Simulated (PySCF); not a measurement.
## `[BH3-][NH2+][C@H]1C[C@H]1CF`, C₄H₁₁BFN

Molfile (atoms numbered from 1):
```
C4H11BFN
     RDKit          3D

 18 18  0  0  0  0  0  0  0  0999 V2000
    1.9469    0.4948    0.5838 B   0  0  0  0  0  0  0  0  0  0  0  0
    0.9013    0.6142   -0.7017 N   0  0  0  0  0  0  0  0  0  0  0  0
   -0.0225   -0.4700   -1.0081 C   0  0  1  0  0  0  0  0  0  0  0  0
   -0.3116   -1.5377    0.0003 C   0  0  0  0  0  0  0  0  0  0  0  0
   -1.3640   -0.5172   -0.3220 C   0  0  1  0  0  0  0  0  0  0  0  0
   -1.6969    0.5474    0.6877 C   0  0  0  0  0  0  0  0  0  0  0  0
   -1.9295    1.7501    0.0403 F   0  0  0  0  0  0  0  0  0  0  0  0
    2.5468   -0.5220    0.4373 H   0  0  0  0  0  0  0  0  0  0  0  0
    1.3064    0.5171    1.5910 H   0  0  0  0  0  0  0  0  0  0  0  0
    2.6373    1.4607    0.4765 H   0  0  0  0  0  0  0  0  0  0  0  0
    1.5326    0.7530   -1.4823 H   0  0  0  0  0  0  0  0  0  0  0  0
    0.3931    1.4837   -0.5558 H   0  0  0  0  0  0  0  0  0  0  0  0
   -0.0035   -0.7675   -2.0515 H   0  0  0  0  0  0  0  0  0  0  0  0
   -0.4495   -2.5490   -0.3485 H   0  0  0  0  0  0  0  0  0  0  0  0
    0.1914   -1.4557    0.9489 H   0  0  0  0  0  0  0  0  0  0  0  0
   -2.2089   -0.8265   -0.9261 H   0  0  0  0  0  0  0  0  0  0  0  0
   -2.6110    0.3118    1.2399 H   0  0  0  0  0  0  0  0  0  0  0  0
   -0.8670    0.7193    1.3786 H   0  0  0  0  0  0  0  0  0  0  0  0
  1  2  1  0
  2  3  1  0
  3  4  1  0
  4  5  1  0
  5  6  1  0
  6  7  1  0
  5  3  1  0
  1  8  1  0
  1  9  1  0
  1 10  1  0
  2 11  1  0
  2 12  1  0
  3 13  1  6
  4 14  1  0
  4 15  1  0
  5 16  1  6
  6 17  1  0
  6 18  1  0
M  CHG  2   1  -1   2   1
M  END
```

Theory: TDDFT CAM-B3LYP/def2-SVPD circular dichroism and optical rotation, one conformer, gas phase (PySCF 2.14.0). Geometry: GFN2-xTB.

The molecule is flexible and this is one conformer; a measurement averages over conformers.

(1) What are the CIP labels of the stereocentres?

(2) List the lowest 8 singlet excitations with oscillator and rotatory strengths.

Results:

(1) C3 S, C5 R.

(2) Rotatory strengths R in 10⁻⁴⁰ esu² cm², velocity form and length form (origin at the centre of mass); f in length form.
| state | E (eV) | λ (nm) | f | R (velocity) | R (length) | main |
| --- | --- | --- | --- | --- | --- | --- |
| 1 | 7.28 | 170 | 0.019 | +6.2 | +6.1 | HOMO→LUMO 0.55, HOMO−1→LUMO 0.28 |
| 2 | 7.38 | 168 | 0.024 | -7.2 | -7.1 | HOMO−1→LUMO 0.57, HOMO→LUMO 0.28 |
| 3 | 7.81 | 159 | 0.0008 | -2.6 | -3.1 | HOMO−2→LUMO 0.87 |
| 4 | 8.23 | 151 | 0.039 | +3.0 | +2.4 | HOMO→LUMO+2 0.41, HOMO→LUMO+1 0.25 |
| 5 | 8.29 | 149 | 0.015 | +1.1 | +1.3 | HOMO→LUMO+3 0.27, HOMO→LUMO+1 0.23 |
| 6 | 8.34 | 149 | 0.051 | -16.5 | -15.8 | HOMO−1→LUMO+2 0.31, HOMO→LUMO+2 0.17 |
| 7 | 8.45 | 147 | 0.012 | +5.4 | +4.9 | HOMO−3→LUMO 0.36, HOMO−1→LUMO+1 0.18 |
| 8 | 8.52 | 146 | 0.011 | +2.3 | +2.0 | HOMO−3→LUMO 0.28, HOMO−1→LUMO+1 0.27 |

Among the states computed, the strongest CD band (largest |R|) is state 6. The largest dissymmetry factor in size, g = 4R/(D+G), with D and G the electric and magnetic dipole strengths, is -0.049 for state 3 (velocity form, f = 0.0006), among bands with |R| over 0.5. The mirror image has the same energies and oscillator strengths and all R with the opposite sign.
